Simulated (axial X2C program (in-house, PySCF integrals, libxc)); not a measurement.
# Density and ELF of PtH

All values were computed with an axial X2C code built on PySCF integrals. Two-component (2c) means X2C with spin–orbit coupling and atomic mean-field two-electron Coulomb and Gaunt terms. Basis: Pt dyall-cv3z [13s14p9d6f4g], H dyall-v3z [6s2p1d] (cores contracted in-house); Gaussian nuclei, density fitting, unrestricted open shells. Masses: Pt 194.965 u, H 1.008 u.

PBE0, two-component, state Ω = 5/2 (⟨Sz⟩ = 0.50, ⟨Lz⟩ = 2.00 at PBE0); Pt at z = 0, H at z = 1.528 Å.

The maps cover the half plane through the axis: z from -2.4 to 3.9 Å along the bond, ρ from 0.15 to 2.25 Å away from it (steps of 0.3 Å, the bottom row nearest the axis).

log10 of the density in e/bohr³:

digits 0 to 9 span -5.67 to 1.86 evenly
```
1122333333333222211000
1223334444433332221100
2233444444444333222110
2233445555544443322110
2334455666555444332211
2334556676655554433211
2334567787766655433221
2334567898766665443221
```

Electron localisation function (collinear form, no current term, damped to 0 at low density):

digits 0 to 9 span 0.00 to 1.00 evenly
```
0000011111110000000000
0000122222221100000000
0001123333222211000000
0001233333333333200000
0000233333334566520000
0000134555435899851000
0000026536537999973000
0000026334538999984000
```

Axial spin density in 10⁻³ e/bohr³:

digits 0 to 9 span -1.14 to 1.14 evenly, values beyond are clipped
```
5544555555554444555555
5444555565554444455555
5445557898755444445555
4445579999975444444555
4445599999995444444555
5445599999994334444455
5555579999951023444455
5555545596610002444455
```

One determinant describes the state; a PBE0 search over occupations chose it and may have missed a lower one. Density functionals use the spin component along the axis (collinear). Without a current term, density functionals place determinants with orbital angular momentum somewhat too high. The lowest spin-free determinant has another configuration (M_S = 1/2, Λ = 0), so the order of states is uncertain and this need not be the ground state.
